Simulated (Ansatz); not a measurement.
CH3Cl2Sn, doublet, geometry from GFN2-xTB (such geometries of metal compounds can be far from the true shape) (the spin is typed, not shown lowest) (all electrons, no relativity). Base run: Ansatz (a quantum-chemistry and plane-wave program) with PBE0/STO-3G.

Ansatz was given this input:
Ansatz 0.2 input:
```yaml
crystal:
  periodic: [false, false, false]
  atoms:
    - {symbol: Sn, position_ang: [-0.25987517, 0.10089511, 0.41959888]}
    - {symbol: C, position_ang: [-1.92570834, -1.45600401, -0.35249903]}
    - {symbol: H, position_ang: [-1.41774794, -1.94074201, -1.17614683]}
    - {symbol: H, position_ang: [-2.78104771, -0.87777075, -0.67520745]}
    - {symbol: H, position_ang: [-2.16104505, -2.14229292, 0.44986603]}
    - {symbol: Cl, position_ang: [0.01934069, 1.63428595, -1.40025402]}
    - {symbol: Cl, position_ang: [1.79876807, -1.12534039, 0.37299158]}
basis:
  gaussian:
    orbitals: STO-3G
hamiltonian:
  xc: pbe0
magnetization: {spin_polarized: true, initial_magnetization: 1}
```

Each row names what was changed in the base input (with any setting that the change needs).

| change | basis functions | E (Eh) |
|---|---|---|
| base | 53 | -6914.65093 |
| basis = x2c-TZVPall; relativity = none | 183 | -6867.03693 |
| basis = x2c-SVPall; relativity = spin-free X2C | 101 | -7138.15617 |
| basis = x2c-SVPall; relativity = spin-free X2C; nucleus = Gaussian | 101 | -7138.02961 |
| basis = x2c-SVPall; relativity = none | 101 | -6850.63797 |
| basis = jorge-DZP-DKH; relativity = spin-free X2C | 126 | -7134.02620 |
| basis = jorge-DZP-DKH; relativity = spin-free X2C; nucleus = Gaussian | 126 | -7133.88268 |
| basis = x2c-TZVPall; relativity = spin-free X2C | 183 | -7139.23872 |
| basis = jorge-DZP-DKH; relativity = none | 126 | -6924.51851 |
| basis = x2c-TZVPall; relativity = spin-free X2C; nucleus = Gaussian | 183 | -7139.09605 |

Totals shift with the method and basis; they matter in differences.

Ansatz warned in this series: the basis is contracted for relativity, which the run leaves out.

Basis sets contracted for a relativistic Hamiltonian are a mismatch without it, so the rows without relativity aren't non-relativistic limits. No row has spin-orbit coupling; sets with core potentials leave out the core electrons.
